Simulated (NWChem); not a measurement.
Species: HTeI; SMILES [TeH]I

```xyz
3

Te    -0.0238     1.3416     0.0000
H      1.6583     1.4330     0.0000
I     -0.0426    -1.3981     0.0000
```
Atoms are numbered in this order, from 1.

Level: PBE-D3(BJ)/def2-SVP with def2 effective core potentials on Te, I (NWChem), optimised geometry, unscaled harmonic frequencies. def2 effective core potentials on Te, I; no spin-orbit coupling.

| frequency (cm⁻¹) | IR intensity (km/mol) |
|---|---|
| 198 | 2.4 |
| 575 | 8.2 |
| 2046 | 37.4 |

| Item | Value |
|---|---|
| zero-point energy | 4.0 kcal/mol |
| thermal correction to the enthalpy at 298.15 K (with zero-point energy) | 6.9 kcal/mol |
| heat capacity Cv | 8.9 cal/(mol K) |
| entropy at 298.15 K and 1 atm (symmetry number 1) | 70.1 cal/(mol K) |

Rigid rotor and harmonic oscillator.
